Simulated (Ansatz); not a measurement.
Reaction (ligand exchange at a B–N bond): `BN([SiH2][SiH3])[SiH2]Cl` + `OBF` → `BOBF` + `[SiH3][SiH2]N[SiH2]Cl`

Calculated with Ansatz (gas phase, PBE0-D4/def2-TZVP geometries, no zero-point term in ΔE). CBS: MP2 limit from def2 TZ/QZ plus the TZ coupled-cluster correction, frozen cores. This one scheme is used for every species. Functionals use def2-TZVPP. B3LYP here is the variant with VWN-RPA as its local correlation; programs differ in this. Each species was taken in one conformer, which may not be the lowest.

```tsv
level	ΔE (kJ/mol)	difference from CCSD(T)/CBS
PBE-D4	15.8	6.6
r2SCAN-D4	8.8	-0.4
PBE0-D4	11.9	2.7
B3LYP-D4	8.9	-0.3
ωB97X-V	6.7	-2.5
ωB97M-V	8.6	-0.6
B2PLYP	5.4	-3.8
PBE	11.3	2.1
r2SCAN	7.4	-1.8
PBE0	7.7	-1.5
B3LYP	1.6	-7.6
HF/def2-TZVPP	-11.7	-20.9
MP2/def2-TZVPP	13.1	3.9
SCS-MP2/def2-TZVPP	8.7	-0.5
CCSD/def2-TZVPP	7.6	-1.6
CCSD(T)/def2-TZVPP	11.2	2.0
HF/def2-QZVPP	-12.8	-22.0
MP2/def2-QZVPP	11.6	2.4
SCS-MP2/def2-QZVPP	7.2	-2.0
HF/CBS(def2)	-13.0	-22.2
MP2/CBS(def2)	11.2	2.0
CCSD/CBS(def2)	5.6	-3.6
CCSD(T)/CBS	9.2	0
```

Largest T1 diagnostic among the species: 0.013.

In def2-TZVPP, CCSD(T) changes the Hartree–Fock value by +22.9 kJ/mol (the triples alone add +3.6 kJ/mol) and MP2 by +24.8 kJ/mol. From PBE to PBE0 (25 % exact exchange), in def2-TZVPP and without D4, ΔE moves by −3.5 kJ/mol. The D4 term adds +7.3 kJ/mol with B3LYP and +4.2 kJ/mol with PBE0; it sums over pairs of atoms, weighted by their polarisabilities, and B3LYP, whose exchange is more repulsive, gets the larger term.

CCSD(T)/CBS has its own doubt, a few kJ/mol and more with outer-core shells, so smaller differences from it don't rank the levels.
